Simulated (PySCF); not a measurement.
PySCF 2.14 output of an unrestricted PBE0 calculation on a single atom or ion in aug-cc-pVQZ-DK (8s7p5d3f2g, 93 functions), with scalar relativity by spin-free X2C-1e:

```
SCF conv_tol = 1e-09
number electrons alpha = 18  beta = 16
    C. Adamo and V. Barone.,  J. Chem. Phys. 110, 6158 (1999)
    M. Ernzerhof and G. E. Scuseria.,  J. Chem. Phys. 110, 5029 (1999)
cycle= 1 E= -2429.13311811853  delta_E= -0.0108  |g|= 0.083  |ddm|= 1.13
cycle= 2 E= -2429.13382746345  delta_E= -0.000709  |g|= 0.0542  |ddm|= 0.357
cycle= 3 E= -2429.13416004353  delta_E= -0.000333  |g|= 0.00524  |ddm|= 0.166
cycle= 4 E= -2429.13417299981  delta_E= -1.3e-05  |g|= 0.00151  |ddm|= 0.0337
cycle= 5 E= -2429.13417459238  delta_E= -1.59e-06  |g|= 5.68e-05  |ddm|= 0.00899
cycle= 6 E= -2429.13417459638  delta_E= -4e-09  |g|= 6.67e-06  |ddm|= 0.000326
cycle= 7 E= -2429.13417459643  delta_E= -4.64e-11  |g|= 5.58e-07  |ddm|= 3.89e-05
converged SCF energy = -2429.13417459643  <S^2> = 2.0099927  2S+1 = 3.0066544
```

The run itself started from symmetry-adapted Hartree-Fock orbitals and held the occupation by maximum overlap, on a logarithmic radial grid, so the iterations belong to that start.

Task: Which element, charge and spin multiplicity is this?

Result: Se (selenium, neutral), multiplicity 3; the state was [Ar] 3d10 4s1 4p5, high-spin 3P determinant (an excited configuration).
